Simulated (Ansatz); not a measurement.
Consider the formal exchange of groups at the Al–B bond: `[CH3][AlH][B](C)F` + `F/C=C\I` → `[CH3][AlH]/[CH]=C/I` + `CB(F)F`.

Gas-phase electronic energies from Ansatz, PBE0-D4/def2-TZVP geometries. CCSD(T)/CBS adds triple-zeta CCSD(T) − MP2 to the extrapolated MP2 energy (def2 sets, frozen cores). Double bonds are as drawn, so ΔE can hold a change between cis and trans. DFT in def2-TZVPP. Elements past krypton have def2 core potentials. For I outer-core shells are correlated without core-valence functions, which leaves a few kJ/mol of doubt a bond. Each species was taken in one conformer, which may not be the lowest.

```
              species  PBE energy (Eh)
  `[CH3][AlH][B](C)F`       -447.28125
            `F/C=C\I`       -474.79934
`[CH3][AlH]/[CH]=C/I`       -657.78119
             `CB(F)F`       -264.40783
```

(1) Work out ΔE.

Largest T1 diagnostic among the species: 0.012.

Results:

(1) ΔE = (-657.78119) + (-264.40783) − (-447.28125) − (-474.79934) = -0.10843 Eh = -2.95 eV. CCSD(T)/CBS gives -3.23 eV.

From PBE to PBE0 (25 % exact exchange), in def2-TZVPP and without D4, ΔE moves by −0.10 eV.
